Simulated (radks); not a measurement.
The numbers below are computed, except where a source is named.
Numerical settings for neutral thallium, [Hg] 6p1. Level of theory: scalar-relativistic Kohn-Sham, PBE, spin-polarised, spherical densities, finite nucleus; open shells are filled with parallel spins first (spin-orbit coupling, left out, can overturn this in heavy ions); Fermi nuclear charge, rms radius 5.4759 fm (a radial shooting solver on a logarithmic mesh with Libxc functionals). The defaults (mesh step 0.008 in ln r, mesh end at 40 bohr or more with all orbitals vanishing there, Anderson mixing 0.5 over 9 steps, residual threshold near 1e-9 with the energy settled to 1e-9 hartree or 1e-11 of itself, here a cap of 76 iterations) give E = -20240.699 hartree and 6p at -2.615 eV in 15 iterations. Run on one thread of a shared host, so times are rough (Arm Neoverse V1): 0.32 s of CPU time, 0.32 s wall, 15 iterations on 2440 mesh points. Changes against that run (0 stands for a change within the tolerance of the run):

setting                    iterations         converged  E (mhartree)  e(6p) (meV)  CPU (s)
mesh step in ln r 0.08              4                no      diverged            -     0.04
mesh step in ln r 0.03             15               yes             0            0      0.1
mesh step in ln r 0.12              4                no      diverged            -     0.02
mesh end (bohr) 8                  15               yes         +7.44         +423      0.3
mesh end (bohr) 3                  15  level above zero     +2.29e+03    +3.09e+04     0.26
residual threshold 1e-05           11               yes             0      -0.0515     0.26
residual threshold 1e-16           76                no             0            0     0.71
mixing 0.2                         19               yes             0            0     0.39
linear mixing, mixing 0.8          76                no      +1.6e+04    -7.09e+03      2.8
linear mixing, mixing 0.2          76                no             0            0      1.2
mixing history 3                   16               yes             0            0     0.33
iteration cap 5                     5                no         +5.33        +52.6     0.14

Settled on a wrong energy, with an occupied level pushed above zero by the early mesh end: mesh end (bohr) 3 (+2.29 hartree). Apart from these: settings that end as converged yet miss the energy by more than 1 mhartree: mesh end (bohr) 8 (+0.00744 hartree). A mesh that ends early acts as a hard wall.
